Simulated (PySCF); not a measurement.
PySCF input file for CaO, SMILES [Ca]=[O], TDA-M06-2X/def2-TZVPD. The structure is a stationary point at PBE0-D3(BJ)/def2-TZVPD.

```python
import numpy as np
from pyscf import gto, scf, dft, tdscf

mol = gto.M(
    atom='''
    Ca    0.00000000    0.00000000   -0.51628962
    O     0.00000000    0.00000000    1.29072405
    ''',
    basis='def2-TZVPD',
    charge=0,
    spin=0,
    symmetry=True,
    symmetry_subgroup='C2v',
    max_memory=1600,
    verbose=4,
)
mf = dft.RKS(mol, xc='m06-2x').density_fit(auxbasis='def2-universal-jkfit')
mf.grids.level = 4
mf.conv_tol = 1e-9
mf.max_cycle = 100
mf.kernel()
mf.grids = dft.Grids(mol).set(level=2).build(with_non0tab=True)  # coarser grid for the response kernel
td = tdscf.TDA(mf)
td.singlet = True
td.nstates = 10
td.conv_tol = 1e-4
td.positive_eig_threshold = 1e-6
td.kernel(x0=td.get_init_guess(mf, 15))
td.analyze()
tt = tdscf.TDA(mf)
tt.singlet = False
tt.nstates = 4
tt.conv_tol = 1e-4
tt.positive_eig_threshold = 1e-6
tt.kernel(x0=tt.get_init_guess(mf, 9))
tt.analyze(verbose=3)
```

It prints:

```
PySCF version 2.14.0

[INPUT] verbose = 4
[INPUT] num. atoms = 2
[INPUT] num. electrons = 28
[INPUT] charge = 0
[INPUT] spin (= nelec alpha-beta = 2S) = 0
[INPUT] symmetry True subgroup C2v
[INPUT] Mole.unit = angstrom
[INPUT] Symbol           X                Y                Z      unit          X                Y                Z       unit  Magmom
[INPUT]  1 Ca     0.000000000000   0.000000000000  -0.516289620000 AA    0.000000000000   0.000000000000  -0.975645982756 Bohr   0.0
[INPUT]  2 O      0.000000000000   0.000000000000   1.290724050000 AA    0.000000000000   0.000000000000   2.439114956889 Bohr   0.0

nuclear repulsion = 46.8554030071062
point group symmetry = Coov, use subgroup C2v
symmetry origin: [0. 0. 0.]
symmetry axis x: [1. 0. 0.]
symmetry axis y: [0. 1. 0.]
symmetry axis z: [0. 0. 1.]
num. orbitals of irrep A1 = 35
num. orbitals of irrep A2 = 7
num. orbitals of irrep B1 = 17
num. orbitals of irrep B2 = 17
number of shells = 28
number of NR pGTOs = 128
number of NR cGTOs = 76
basis = def2-TZVPD
ecp = {}


[settings echo left out]
init E= -752.638225136154
HOMO (A1) = -0.459035317676012  LUMO (A1) = -0.160588003175377  gap/eV = 8.12117
cycle= 1 E= -752.356201095971  delta_E= 0.282  |g|=  1.3  |ddm|=    2
HOMO (B2) = -0.0313975715203538  LUMO (A1) = 0.00142547240793356  gap/eV = 0.89316
cycle= 2 E= -744.43255511125  delta_E= 7.92  |g|= 2.92  |ddm|= 3.47
HOMO (A1) = -0.478005244955433  LUMO (A1) = -0.0967859615856526  gap/eV = 10.37351
cycle= 3 E= -752.458203881263  delta_E= -8.03  |g|=  1.1  |ddm|= 3.45
HOMO (A1) = -0.35063542451222  LUMO (A1) = -0.0799430922667455  gap/eV = 7.36591
cycle= 4 E= -752.627330667382  delta_E= -0.169  |g|= 0.768  |ddm|= 0.353
HOMO (A1) = -0.202859470397215  LUMO (A1) = -0.0681126239425112  gap/eV = 3.66665
cycle= 5 E= -752.753527946383  delta_E= -0.126  |g|= 0.146  |ddm|= 0.495
HOMO (A1) = -0.211900229201575  LUMO (A1) = -0.0616399810632444  gap/eV = 4.08879
cycle= 6 E= -752.758654104566  delta_E= -0.00513  |g|= 0.0355  |ddm|= 0.119
HOMO (A1) = -0.218191998065983  LUMO (A1) = -0.0623528841860903  gap/eV = 4.24060
cycle= 7 E= -752.759060583582  delta_E= -0.000406  |g|= 0.0214  |ddm|= 0.0524
HOMO (A1) = -0.221686147262076  LUMO (A1) = -0.061130220755004  gap/eV = 4.36895
cycle= 8 E= -752.759309875064  delta_E= -0.000249  |g|= 0.00563  |ddm|= 0.0471
HOMO (A1) = -0.222944287542255  LUMO (A1) = -0.0603556748425333  gap/eV = 4.42426
cycle= 9 E= -752.759348588313  delta_E= -3.87e-05  |g|= 0.00175  |ddm|= 0.0269
HOMO (A1) = -0.222858888506742  LUMO (A1) = -0.0601681032607502  gap/eV = 4.42704
cycle= 10 E= -752.759352392333  delta_E= -3.8e-06  |g|= 0.000799  |ddm|= 0.0102
HOMO (A1) = -0.2227360305574  LUMO (A1) = -0.0601988881145843  gap/eV = 4.42286
cycle= 11 E= -752.75935271485  delta_E= -3.23e-07  |g|= 0.000139  |ddm|= 0.00283
HOMO (A1) = -0.222755137245024  LUMO (A1) = -0.0601957228354735  gap/eV = 4.42347
cycle= 12 E= -752.759352723583  delta_E= -8.73e-09  |g|= 2.37e-05  |ddm|= 0.000424
HOMO (A1) = -0.22275838779769  LUMO (A1) = -0.0602002916558888  gap/eV = 4.42343
cycle= 13 E= -752.759352724164  delta_E= -5.81e-10  |g|= 4.19e-06  |ddm|= 8.99e-05
HOMO (A1) = -0.222756985960281  LUMO (A1) = -0.0602003751027596  gap/eV = 4.42339
Extra cycle  E= -752.759352724182  delta_E= -1.8e-11  |g|= 4.26e-06  |ddm|= 1.02e-05
converged SCF energy = -752.759352724182
tot grids = 24288
Overwritten attributes  positive_eig_threshold  of <class 'pyscf.tdscf.rks.TDA'>


******** <class 'pyscf.tdscf.rks.TDA'> for <class 'pyscf.df.df_jk.DFSymAdaptedRKS'> ********
nstates = 10 singlet
deg_eia_thresh = 1.000e-03
wfnsym = None
conv_tol = 0.0001
eigh lindep = 1e-12
eigh level_shift = 0
eigh max_cycle = 100


Excitation energies (eV)
[2.10686875 2.14305711 2.14305711 3.68510084 3.68510084 3.89339611
 3.92611334 3.92616223 4.03190275 4.11479939]

** Singlet excitation energies and oscillator strengths **
Excited State   1:   A1      2.10687 eV    588.48 nm  f=0.0569
      14 -> 15        0.67665
      14 -> 18        0.15453
Excited State   2:   B2      2.14306 eV    578.54 nm  f=0.0055
      13 -> 15        0.69131
      13 -> 18        0.10308
Excited State   3:   B1      2.14306 eV    578.54 nm  f=0.0055
      12 -> 15        0.69131
      12 -> 18        0.10308
Excited State   4:   B2      3.68510 eV    336.45 nm  f=0.0168
      14 -> 17       -0.69213
      14 -> 24        0.12541
Excited State   5:   B1      3.68510 eV    336.45 nm  f=0.0168
      14 -> 16       -0.69213
      14 -> 23        0.12541
Excited State   6:   A2      3.89340 eV    318.45 nm  f=0.0000
      12 -> 17        0.49266
      13 -> 16       -0.49266
Excited State   7:   A1      3.92611 eV    315.79 nm  f=0.0000
      12 -> 16       -0.49089
      13 -> 17        0.49089
Excited State   8:   A2      3.92616 eV    315.79 nm  f=0.0000
      12 -> 17       -0.49088
      13 -> 16       -0.49088
Excited State   9:   A1      4.03190 eV    307.51 nm  f=0.0048
      12 -> 16       -0.49016
      13 -> 17       -0.49016
Excited State  10:   A1      4.11480 eV    301.31 nm  f=0.0953
      14 -> 15        0.14207
      14 -> 18       -0.65393
      14 -> 22       -0.13866

** Transition electric dipole moments (AU) **
state          X           Y           Z        Dip. S.      Osc.
  1        -0.0000     -0.0000      1.0501      1.1027      0.0569
  2        -0.0000      0.3245     -0.0000      0.1053      0.0055
  3         0.3245     -0.0000      0.0000      0.1053      0.0055
  4        -0.0000      0.4308      0.0000      0.1856      0.0168
  5         0.4308     -0.0000     -0.0000      0.1856      0.0168
  6        -0.0000     -0.0000      0.0000      0.0000      0.0000
  7         0.0000      0.0000      0.0000      0.0000      0.0000
  8        -0.0000      0.0000     -0.0000      0.0000      0.0000
  9         0.0000     -0.0000     -0.2194      0.0481      0.0048
 10        -0.0000      0.0000      0.9722      0.9451      0.0953

** Transition velocity dipole moments (imaginary part, AU) **
state          X           Y           Z        Dip. S.      Osc.
  1        -0.0000      0.0000      0.0336      0.0011      0.0097
  2         0.0000      0.0012     -0.0000      0.0000      0.0000
  3         0.0012     -0.0000      0.0000      0.0000      0.0000
  4        -0.0000      0.0338      0.0000      0.0011      0.0056
  5         0.0338     -0.0000     -0.0000      0.0011      0.0056
  6         0.0000     -0.0000      0.0000      0.0000      0.0000
  7         0.0000     -0.0000      0.0000      0.0000      0.0000
  8        -0.0000     -0.0000     -0.0000      0.0000      0.0000
  9        -0.0000     -0.0000     -0.0091      0.0001      0.0004
 10        -0.0000      0.0000      0.0640      0.0041      0.0181

** Transition magnetic dipole moments (imaginary part, AU) **
state          X           Y           Z
  1         0.0000     -0.0000     -0.0000
  2         0.2740      0.0000     -0.0000
  3        -0.0000     -0.2740     -0.0000
  4        -0.4185     -0.0000     -0.0000
  5        -0.0000      0.4185     -0.0000
  6         0.0000      0.0000     -0.0000
  7         0.0000     -0.0000     -0.0000
  8         0.0000      0.0000     -0.0000
  9        -0.0000     -0.0000      0.0000
 10        -0.0000      0.0000      0.0000


******** <class 'pyscf.tdscf.rks.TDA'> for <class 'pyscf.df.df_jk.DFSymAdaptedRKS'> ********
nstates = 4 triplet
deg_eia_thresh = 1.000e-03
wfnsym = None
conv_tol = 0.0001
eigh lindep = 1e-12
eigh level_shift = 0
eigh max_cycle = 100


Excitation energies (eV)
[2.05875807 2.13911885 2.13911885 3.82134469]

** Triplet excitation energies and oscillator strengths **
Excited State   1:   A1      2.05876 eV    602.23 nm  f=0.0000
Excited State   2:   B2      2.13912 eV    579.60 nm  f=0.0000
Excited State   3:   B1      2.13912 eV    579.60 nm  f=0.0000
Excited State   4:   A1      3.82134 eV    324.45 nm  f=0.0000
```

The run converged.
